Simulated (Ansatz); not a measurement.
`C=C([SiH3])[SiH2]O` + `[NH2][GaH][SiH3]` → `C=C([SiH3])[SiH2][SiH3]` + `[NH2][GaH][OH]`  (redistribution)

Isolated molecules relaxed with PBE0-D4/def2-TZVP in Ansatz; ΔE leaves out vibrations. CBS: MP2 limit from def2 TZ/QZ plus the TZ coupled-cluster correction, frozen cores. DFT in def2-TZVPP. For Ga outer-core shells are correlated without core-valence functions, which leaves a few kJ/mol of doubt a bond. Scalar relativity is left out up to krypton. One conformer a species, not always the lowest.

```csv
level,ΔE (kJ/mol),difference from CCSD(T)/CBS
PBE-D4,44.4,-5.1
r2SCAN-D4,50.0,0.5
ωB97X-V,47.6,-1.9
B2PLYP,51.6,2.1
PBE,46.9,-2.6
HF/def2-TZVPP,57.9,8.4
MP2/def2-TZVPP,46.5,-3.0
SCS-MP2/def2-TZVPP,47.5,-2.0
CCSD/def2-TZVPP,49.6,0.1
CCSD(T)/def2-TZVPP,47.6,-1.9
HF/def2-QZVPP,57.6,8.1
MP2/def2-QZVPP,47.4,-2.1
SCS-MP2/def2-QZVPP,48.1,-1.4
HF/CBS(def2),57.6,8.1
MP2/CBS(def2),48.4,-1.1
CCSD/CBS(def2),51.6,2.1
CCSD(T)/CBS,49.5,0
```

Largest T1 diagnostic among the species: 0.015.

In def2-TZVPP, CCSD(T) changes the Hartree–Fock value by −10.4 kJ/mol (the triples alone add −2.1 kJ/mol) and MP2 by −11.5 kJ/mol. The D4 term adds −4.0 kJ/mol with B3LYP and −2.5 kJ/mol with PBE0; it sums over pairs of atoms, weighted by their polarisabilities, and B3LYP, whose exchange is more repulsive, gets the larger term.

B3LYP here is the variant with VWN-RPA as its local correlation; programs differ in this.
